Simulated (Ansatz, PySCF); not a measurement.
Complex: HF (SMILES F) (first 2 atoms) with Si2H6 (SMILES [SiH3][SiH3]); geometry from B3LYP-D3(BJ)/def2-TZVP, rigid monomers moved along the line of their centres of mass till H2···H9 is 1.56 Å.
(charge 0, multiplicity 1):
```xyz
10

F      1.460     0.320    -0.174
H      1.344     0.300     0.749
Si    -0.352    -0.152     5.082
Si    -0.323    -0.151     2.739
H     -1.700    -0.539     5.562
H     -0.025     1.201     5.590
H      0.644    -1.121     5.597
H     -0.613    -1.494     2.186
H      1.044     0.239     2.282
H     -1.279     0.831     2.178
```

Counterpoise-corrected where a basis set is named; no monomer relaxation.

Codes used: Ansatz (Gaussian orbitals); PySCF for the dispersion terms. Values without a source in brackets are computed.

Question: What interaction energy does PBE-D4/def2-TZVPPD give?

Answer: -2.2 kcal/mol

Question: Give the interaction energy at the level r2SCAN-D3(BJ)/def2-TZVPPD.

Answer: -1.8 kcal/mol

Question: Predict the interaction energy from B3LYP/def2-TZVPPD.

Answer: -0.9 kcal/mol

Ansatz is a program for electronic structure.
